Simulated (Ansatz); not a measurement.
**Abstraction of F: NOF + C2HF2Si → NO + C2HF3Si**

Species: NOF (nitrosyl fluoride) `O=NF`, singlet; C2HF2Si `C#C[Si](F)F`, doublet; NO (nitric oxide), doublet; C2HF3Si `C#C[Si](F)(F)F`, singlet. A radical takes F: the energy is the difference in strength between the N–F bond broken and the Si–F bond made.

Shapes, held fixed at every level: PBE0-D4/def2-TZVP. Programs: Ansatz 0.2.0. The zero-point and thermal change to 298 K, harmonic and unscaled (PBE0-D4/def2-TZVP), is +3.1 kJ/mol.

(1) Estimate ΔH(298 K) of this reaction.

## Answers

(1) The highest level, CCSD(T)/CBS estimate, gives ΔH(298 K) = -439.8 kJ/mol; the levels span -510.3 to -424.5. The column of differences is taken from that level and isn't an error. No measured value is set beside it here. Open shells run unrestricted. The CBS estimate extrapolates MP2 from def2-TZVPP and def2-QZVPP and adds CCSD(T) − MP2 in the triple-zeta set, cores frozen. Times are processor times on shared x86 and Arm servers, and rough.

```json
{"level": "HF/def2-SVP", "kind": "Hartree–Fock", "ΔH(298 K) (kJ/mol)": "-510.3", "less CCSD(T)/CBS estimate": "-70.5", "CPU time (sum over the molecules)": "–"}
{"level": "BHLYP-D4/def2-TZVPP", "kind": "global hybrid", "ΔH(298 K) (kJ/mol)": "-468.9", "less CCSD(T)/CBS estimate": "-29.1", "CPU time (sum over the molecules)": "23 s"}
{"level": "wB97M-V/def2-TZVPP", "kind": "range-separated hybrid", "ΔH(298 K) (kJ/mol)": "-432.9", "less CCSD(T)/CBS estimate": "+6.9", "CPU time (sum over the molecules)": "76 s"}
{"level": "B2PLYP/def2-TZVPP", "kind": "double hybrid", "ΔH(298 K) (kJ/mol)": "-424.5", "less CCSD(T)/CBS estimate": "+15.3", "CPU time (sum over the molecules)": "37 s"}
{"level": "CCSD(T)/def2-SVP", "kind": "coupled cluster or CI", "ΔH(298 K) (kJ/mol)": "-431.6", "less CCSD(T)/CBS estimate": "+8.2", "CPU time (sum over the molecules)": "42 s"}
{"level": "CCSD/def2-TZVPP", "kind": "coupled cluster or CI", "ΔH(298 K) (kJ/mol)": "-459.6", "less CCSD(T)/CBS estimate": "-19.8", "CPU time (sum over the molecules)": "–"}
{"level": "CCSD(T)/CBS estimate", "kind": "coupled cluster or CI", "ΔH(298 K) (kJ/mol)": "-439.8", "less CCSD(T)/CBS estimate": "0.0", "CPU time (sum over the molecules)": "19 min"}
```
